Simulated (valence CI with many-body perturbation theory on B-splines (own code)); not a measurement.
Cu¹⁵⁺: calculated level list

Calculated by valence CI with perturbative core correlation (CI+MBPT): four valence electrons over a frozen Dirac-Fock core [Ne], radial functions for each j: 11 s, 11 p, 10 d, 8 f, 5 g, 2 h, with the one-electron correlation potential Σ1, the two-electron term Σ2, the three-electron term Σ3, Breit, model QED; selected CI, second order for the rest, scaled by the run's own slope (own B-spline code, finite nucleus).

No measured spectrum was set against this ion. As an estimate, levels of excited configurations hold to 0.05 to 0.15 % of their energy, terms of the ground configuration to about 0.5 %. Among the levels kept, up to 830 cm⁻¹ of a level comes from second order outside the variational space, and about a tenth of that is noise between levels of different J, which matters for small intervals.

Levels 46 to 90 of 172, with energies above the lowest level, 3s²3p² ³P_0. "Leading %" is the weight of the configuration and term that name the level; weights of strongly mixed levels are sums over their largest components and can fall short. In the jj column 3d3/2^4 stands for four electrons in 3d with j = 3/2. Lifetimes count E1, E2, E3, M1 and M2 decay at the calculated energies, and are blank where another channel may lead or the interval is too uncertain; long ones can be off by a factor of two.

```csv
No.,Configuration,Term,J,E (cm⁻¹),Leading %,Lifetime,Leading jj
46,3s3p²3d,⁵P,2,870280,94,14.7 ps,3s 3p1/2 3p3/2 3d3/2 (34 %)
47,3p⁴,¹S,0,870830,58,76.7 ps,3p1/2^2 3p3/2^2 (34 %)
48,3s3p²3d,⁵P,1,873580,96,14.2 ps,3s 3p1/2 3p3/2 3d3/2 (44 %)
49,3s3p²3d,³P,2,884940,66,18.9 ps,3s 3p1/2 3p3/2 3d5/2 (42 %)
50,3s3p²3d,³P,1,900810,64,18.3 ps,3p1/2 3p3/2^3 (24 %)
51,3s3p²3d,³P,0,913220,62,18.7 ps,3s 3p3/2^2 3d5/2 (28 %)
52,3s3p²3d,³G,3,922220,91,82.9 ps,3s 3p1/2 3p3/2 3d3/2 (74 %)
53,3s3p²3d,³G,4,926390,96,96.3 ps,3s 3p1/2 3p3/2 3d5/2 (36 %)
54,3s3p²3d,³G,5,931450,97,113 ps,3s 3p1/2 3p3/2 3d5/2 (53 %)
55,3s3p²3d,³D,2,933460,81,22.2 ps,3s 3p1/2 3p3/2 3d5/2 (26 %)
56,3s3p²3d,³D,1,934010,90,21.5 ps,3s 3p3/2^2 3d3/2 (28 %)
57,3s3p²3d,³D,3,935680,81,21.5 ps,3s 3p1/2 3p3/2 3d5/2 (57 %)
58,3s3p²3d,¹G,4,943290,76,189 ps,3s 3p1/2 3p3/2 3d5/2 (55 %)
59,3s3p²3d,¹F,3,948490,70,29.3 ps,3s 3p1/2 3p3/2 3d5/2 (37 %)
60,3s3p²3d,³F,2,956250,70,16.6 ps,3s 3p1/2 3p3/2 3d3/2 (30 %)
61,3s3p²3d,³F,3,966790,70,16.1 ps,3s 3p1/2 3p3/2 3d5/2 (44 %)
62,3s3p²3d,³D,1,970500,91,21.4 ps,3s 3p1/2 3p3/2 3d5/2 (55 %)
63,3s3p²3d,³D,2,975190,78,23.0 ps,3s 3p1/2 3p3/2 3d5/2 (37 %)
64,3s3p²3d,¹P,1,975430,68,17.2 ps,3s 3p1/2 3p3/2 3d3/2 (54 %)
65,3s3p²3d,³P,0,978970,79,17.6 ps,3s 3p1/2 3p3/2 3d5/2 (43 %)
66,3s3p²3d,³F,4,982340,83,15.2 ps,3s 3p3/2^2 3d3/2 (43 %)
67,3s3p²3d,³P,1,983130,74,17.9 ps,3s 3p1/2 3p3/2 3d5/2 (49 %)
68,3s3p²3d,³D,3,987460,75,29.7 ps,3s 3p3/2^2 3d5/2 (64 %)
69,3s3p²3d,³P,2,990190,69,17.5 ps,3s 3p3/2^2 3d5/2 (39 %)
70,3s3p²3d,³D,1,1002100,53,17.0 ps,3s 3p3/2^2 3d3/2 (35 %)
71,3s3p²3d,³D,2,1004700,78,18.8 ps,3s 3p3/2^2 3d3/2 (31 %)
72,3s3p²3d,³S,1,1007100,57,17.3 ps,3s 3p3/2^2 3d5/2 (43 %)
73,3s3p²3d,³F,3,1012400,55,14.2 ps,3s 3p1/2^2 3d5/2 (30 %)
74,3s3p²3d,³F,2,1013800,76,13.0 ps,3s 3p1/2 3p3/2 3d3/2 (49 %)
75,3s3p²3d,³D,3,1026900,66,17.4 ps,3s 3p3/2^2 3d5/2 (61 %)
76,3s3p²3d,³F,4,1027600,92,14.9 ps,3s 3p3/2^2 3d5/2 (48 %)
77,3s3p²3d,¹D,2,1034000,49,16.2 ps,3s 3p3/2^2 3d5/2 (25 %)
78,3s3p²3d,³D,3,1057600,84,11.8 ps,3s 3p3/2^2 3d5/2 (45 %)
79,3s3p²3d,³D,2,1062900,66,11.8 ps,3s 3p3/2^2 3d3/2 (58 %)
80,3s3p²3d,¹D,2,1065100,53,15.1 ps,3s 3p3/2^2 3d5/2 (55 %)
81,3s3p²3d,³D,1,1067900,96,11.7 ps,3s 3p3/2^2 3d3/2 (66 %)
82,3s3p²3d,¹S,0,1073900,44,9.96 ps,3s 3p1/2 3p3/2 3d3/2 (31 %)
83,3s3p²3d,¹P,1,1086100,65,8.59 ps,3s 3p1/2 3p3/2 3d3/2 (53 %)
84,3s3p²3d,³P,2,1095200,77,7.09 ps,3s 3p1/2 3p3/2 3d5/2 (34 %)
85,3s3p²3d,³P,1,1108600,58,7.57 ps,3s 3p3/2^2 3d5/2 (45 %)
86,3s3p²3d,³P,0,1110300,68,6.97 ps,3s 3p3/2^2 3d3/2 (53 %)
87,3s3p²3d,¹F,3,1131400,94,7.35 ps,3s 3p1/2 3p3/2 3d5/2 (38 %)
88,3s²3d²,³F,2,1157400,68,8.64 ps,3s^2 3d3/2^2 (44 %)
89,3s²3d²,³F,3,1161200,78,9.35 ps,3s^2 3d3/2 3d5/2 (78 %)
90,3s²3d²,³F,4,1163600,80,9.83 ps,3s^2 3d5/2^2 (61 %)
```

Names give the largest LS component (configuration and term), which can be under half, so a name can repeat, a term be missing and a line seem to break the LS rules; names also repeat where a configuration has a term twice.

Where two levels of one J and parity lie close, their mixing, g and order are uncertain.
